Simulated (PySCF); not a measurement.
C$_{2}$H$_{6}$BF$_{3}$Si (SMILES CB(C)[Si](F)(F)F), singlet, geometry from GFN2-xTB; PySCF with CASCI(4,5)+NEVPT2/STO-3G.

Input for PySCF:
```python
from pyscf import gto, scf, mcscf, mrpt
import numpy

mol = gto.M(
    atom='''
Si    0.602228   -0.175541    0.060585
F     1.242048   -0.011427    1.521124
F     0.961560   -1.703220   -0.262306
F     1.687137    0.586503   -0.839130
B    -1.254089    0.363691   -0.138686
C    -2.406654   -0.665538    0.149447
C    -1.607046    1.831046   -0.576982
H    -2.242451   -1.239858    1.060434
H    -2.415496   -1.407553   -0.651938
H    -3.402907   -0.232076    0.193958
H    -2.638548    1.975006   -0.890100
H    -1.442924    2.489320    0.279498
H    -0.952924    2.214532   -1.358593
''',
    basis='sto-3g',
    charge=0,
    spin=0,
    verbose=4,
)

mf = scf.RHF(mol)
mf.kernel()
mc = mcscf.CASCI(mf, 5, 4)
mc.fix_spin_(ss=0.0)
mc.kernel()
occ = numpy.linalg.eigvalsh(mc.fcisolver.make_rdm1(mc.ci, mc.ncas, mc.nelecas))[::-1]
ss = mc.fcisolver.spin_square(mc.ci, mc.ncas, mc.nelecas)[0]
print('natural occupations', occ.round(4), ' <S^2>', round(ss, 4))
e2 = mrpt.NEVPT(mc).kernel()
print('E(NEVPT2) = %.10f' % (mc.e_tot + e2))
```

The log (banner, timings and long lists left out):

```
PySCF version 2.14.0

[INPUT] verbose = 4
[INPUT] num. atoms = 13
[INPUT] num. electrons = 64
[INPUT] charge = 0
[INPUT] spin (= nelec alpha-beta = 2S) = 0
[INPUT] symmetry False subgroup None
[INPUT] Mole.unit = angstrom
[INPUT] Symbol           X                Y                Z      unit          X                Y                Z       unit  Magmom
[INPUT]  1 Si     0.602228000000  -0.175541000000   0.060585000000 AA    1.138045984545  -0.331724413632   0.114489057257 Bohr   0.0
[INPUT]  2 F      1.242048000000  -0.011427000000   1.521124000000 AA    2.347130553564  -0.021593900425   2.874507761503 Bohr   0.0
[INPUT]  3 F      0.961560000000  -1.703220000000  -0.262306000000 AA    1.817085052337  -3.218619329882  -0.495686500830 Bohr   0.0
[INPUT]  4 F      1.687137000000   0.586503000000  -0.839130000000 AA    3.188226864620   1.108330041236  -1.585725882906 Bohr   0.0
[INPUT]  5 B     -1.254089000000   0.363691000000  -0.138686000000 AA   -2.369884745830   0.687276383969  -0.262078557311 Bohr   0.0
[INPUT]  6 C     -2.406654000000  -0.665538000000   0.149447000000 AA   -4.547916936589  -1.257684545491   0.282413900138 Bohr   0.0
[INPUT]  7 C     -1.607046000000   1.831046000000  -0.576982000000 AA   -3.036876809578   3.460175461480  -1.090337958804 Bohr   0.0
[INPUT]  8 H     -2.242451000000  -1.239858000000   1.060434000000 AA   -4.237618237757  -2.342992053351   2.003929833177 Bohr   0.0
[INPUT]  9 H     -2.415496000000  -1.407553000000  -0.651938000000 AA   -4.564625894982  -2.659889675810  -1.231984270197 Bohr   0.0
[INPUT] 10 H     -3.402907000000  -0.232076000000   0.193958000000 AA   -6.430562257365  -0.438560080085   0.366527499668 Bohr   0.0
[INPUT] 11 H     -2.638548000000   1.975006000000  -0.890100000000 AA   -4.986133086519   3.732220434373  -1.682045223475 Bohr   0.0
[INPUT] 12 H     -1.442924000000   2.489320000000   0.279498000000 AA   -2.726731178562   4.704133036402   0.528174672364 Bohr   0.0
[INPUT] 13 H     -0.952924000000   2.214532000000  -1.358593000000 AA   -1.800765377525   4.184858974085  -2.567368684751 Bohr   0.0

nuclear repulsion = 385.975889170039
number of shells = 29
number of NR pGTOs = 135
number of NR cGTOs = 45
basis = sto-3g
ecp = {}

******** <class 'pyscf.scf.hf.RHF'> ********
method = RHF
initial guess = minao
damping factor = 0
level_shift factor = 0
DIIS = <class 'pyscf.scf.diis.CDIIS'>
diis_start_cycle = 1
diis_space = 8
diis_damp = 0
SCF conv_tol = 1e-09
SCF conv_tol_grad = None
SCF max_cycles = 50
direct_scf = True
direct_scf_tol = 1e-13
Set gradient conv threshold to 3.16228e-05
Initial guess from minao.
init E= -682.923028782398
  HOMO = -0.33513604515373  LUMO = 0.0200352025040883  gap/eV = 9.66470
cycle= 1 E= -682.313021959224  delta_E= 0.61  |g|= 0.568  |ddm|= 4.08
  HOMO = -0.303412598451986  LUMO = 0.128505602172277  gap/eV = 11.75309
cycle= 2 E= -682.469833592404  delta_E= -0.157  |g|= 0.129  |ddm|= 1.17
  HOMO = -0.326914255006494  LUMO = 0.206626438964756  gap/eV = 14.51838
cycle= 3 E= -682.478098539694  delta_E= -0.00826  |g|= 0.0394  |ddm|= 0.232
  HOMO = -0.339159550320511  LUMO = 0.201222900972088  gap/eV = 14.70456
cycle= 4 E= -682.479322105466  delta_E= -0.00122  |g|= 0.00701  |ddm|= 0.119
  HOMO = -0.338063822429323  LUMO = 0.20421144060801  gap/eV = 14.75606
cycle= 5 E= -682.479360043397  delta_E= -3.79e-05  |g|= 0.00163  |ddm|= 0.0196
  HOMO = -0.338084976555542  LUMO = 0.204194625876816  gap/eV = 14.75618
cycle= 6 E= -682.47936209829  delta_E= -2.05e-06  |g|= 0.000255  |ddm|= 0.00495
  HOMO = -0.338131201244353  LUMO = 0.204125173923192  gap/eV = 14.75555
cycle= 7 E= -682.479362146006  delta_E= -4.77e-08  |g|= 5.12e-05  |ddm|= 0.000722
  HOMO = -0.338115940819819  LUMO = 0.204141719898079  gap/eV = 14.75558
cycle= 8 E= -682.4793621481  delta_E= -2.09e-09  |g|= 1.45e-05  |ddm|= 0.000126
  HOMO = -0.338114362708939  LUMO = 0.204138206517463  gap/eV = 14.75544
cycle= 9 E= -682.479362148318  delta_E= -2.18e-10  |g|= 3.48e-06  |ddm|= 4.59e-05
  HOMO = -0.338114400201669  LUMO = 0.204138769703971  gap/eV = 14.75546
Extra cycle  E= -682.479362148326  delta_E= -8.41e-12  |g|= 1.67e-06  |ddm|= 7.12e-06
converged SCF energy = -682.479362148326

******** <class 'pyscf.mcscf.casci.CASCI'> ********
CAS (2e+2e, 5o), ncore = 30, nvir = 10
natorb = False
canonicalization = True
sorting_mo_energy = False
******** <class 'pyscf.fci.addons.SpinPenaltyFCISolver'> ********
max. cycles = 200
conv_tol = 1e-08
davidson only = True
linear dependence = 1e-12
level shift = 0.001
max iter space = 12
nroots = 1
pspace_size = 400
spin = None
Density matrix diagonal elements [1.99863282e+00 1.99371841e+00 1.08092631e-03 4.75247979e-03
 1.81536102e-03]
CASCI converged
CASCI E = -682.483735599778  E(CI) = -3.47463101955918  S^2 = 0.0000000
natural occupations [1.9986e+00 1.9937e+00 4.8000e-03 1.8000e-03 1.1000e-03]  <S^2> 0.0

******** <class 'pyscf.mrpt.nevpt2.NEVPT'> ********
NEVPT2 (2e+2e, 5o), ncore = 30, nvir = 10
root = 0
Natural occ [1.99863781e+00 1.99371344e+00 4.78128168e-03 1.81156760e-03
 1.05589770e-03]
Natural orbital (expansion on meta-Lowdin AOs) in CAS space
               #1        #2        #3        #4        #5
0 Si 1s         -0.00000   0.00003   0.00125  -0.00006   0.00009
0 Si 2s         -0.00014   0.00439  -0.00399   0.00019  -0.00029
0 Si 3s         -0.00433   0.13877   0.62699  -0.03033   0.04737
0 Si 2px         0.00197   0.00461   0.00937  -0.00440   0.00048
0 Si 2py         0.00657  -0.00110  -0.00321  -0.01193  -0.00096
0 Si 2pz        -0.00193   0.00050   0.00145   0.00392   0.00023
0 Si 3px        -0.02998  -0.30449  -0.13020   0.22602   0.00023
0 Si 3py        -0.12314   0.08358   0.05999   0.66582   0.11436
0 Si 3pz         0.03637  -0.03383  -0.05417  -0.23215   0.19347
1 F 1s          -0.00001   0.00017   0.00173  -0.00033   0.00091
1 F 2s          -0.00328   0.02222  -0.08384   0.01741  -0.04941
1 F 2px          0.12755   0.37440   0.11269  -0.07081   0.09853
1 F 2py          0.43360  -0.08194   0.00500  -0.14417  -0.01425
1 F 2pz         -0.13355   0.08551   0.18864   0.00139   0.12697
2 F 1s          -0.00020   0.00015   0.00181  -0.00240  -0.00043
2 F 2s          -0.06303   0.02014  -0.08835   0.13108   0.02494
2 F 2px          0.15453   0.36758   0.08642  -0.14314  -0.03395
2 F 2py          0.56775  -0.12709  -0.21772   0.23375   0.07797
2 F 2pz         -0.15337   0.03084  -0.02905   0.12698  -0.03250
3 F 1s           0.00019   0.00016   0.00201   0.00245  -0.00004
3 F 2s           0.06458   0.02426  -0.09940  -0.13528   0.00317
3 F 2px          0.18058   0.38904   0.20511   0.23919  -0.03105
3 F 2py          0.55927  -0.06005   0.10006   0.05299  -0.04482
3 F 2pz         -0.16858   0.01274  -0.12315  -0.17998  -0.03314
4 B 1s           0.00009  -0.00297   0.00901  -0.00044   0.00068
4 B 2s          -0.00465   0.14649  -0.36204   0.01811  -0.02822
4 B 2px         -0.00066   0.48521  -0.40180   0.09730  -0.03469
4 B 2py          0.04774  -0.14082   0.10842   0.21436   0.29653
4 B 2pz         -0.01658   0.04903  -0.10900  -0.13069   0.85025
5 C 1s           0.00009   0.00074  -0.00080  -0.00204  -0.00020
5 C 2s          -0.00919  -0.05052   0.03118   0.14453   0.01250
5 C 2px         -0.02476  -0.19507  -0.02662   0.08231   0.00013
5 C 2py         -0.03748  -0.05945   0.10056   0.15654   0.00828
5 C 2pz          0.00749   0.00326  -0.03687  -0.01576  -0.01135
6 C 1s          -0.00014   0.00073  -0.00064   0.00209   0.00009
6 C 2s           0.01194  -0.04989   0.01949  -0.14570  -0.00887
6 C 2px          0.00647  -0.12868  -0.08126   0.02298  -0.00475
6 C 2py         -0.05349   0.15191  -0.05216   0.18293  -0.00429
6 C 2pz          0.01306  -0.03639   0.02630  -0.02301  -0.00652
7 H 1s           0.01543  -0.04660   0.09496   0.02919  -0.11722
8 H 1s           0.01257  -0.00065   0.01766   0.01015   0.17171
9 H 1s          -0.00098   0.15156  -0.12578  -0.09972  -0.05325
10 H 1s         -0.00802   0.14902  -0.12131   0.10831   0.04711
11 H 1s         -0.01161   0.00655   0.03064  -0.00904  -0.17170
12 H 1s         -0.01329  -0.05204   0.08186  -0.04045   0.12105
<CAS-nat-orb|mo-hf>  31     31       0.99949504
<CAS-nat-orb|mo-hf>  32     32       0.99949505
<CAS-nat-orb|mo-hf>  33     34       0.99585493
<CAS-nat-orb|mo-hf>  34     35       0.99704495
<CAS-nat-orb|mo-hf>  35     33       0.99533733
Sr    (-1)',   E = -0.00364223714525
Si    (+1)',   E = -0.00735489624826
Sijrs (0)  ,   E = -0.11569872784042
Sijr  (+1) ,   E = -0.03869232205298
Srsi  (-1) ,   E = -0.01190697117753
Srs   (-2) ,   E = -0.00163948565309
Sij   (+2) ,   E = -0.01245337691658
Sir   (0)' ,   E = -0.01685885909469
Nevpt2 Energy = -0.208246876128810
E(NEVPT2) = -682.6919824759
```
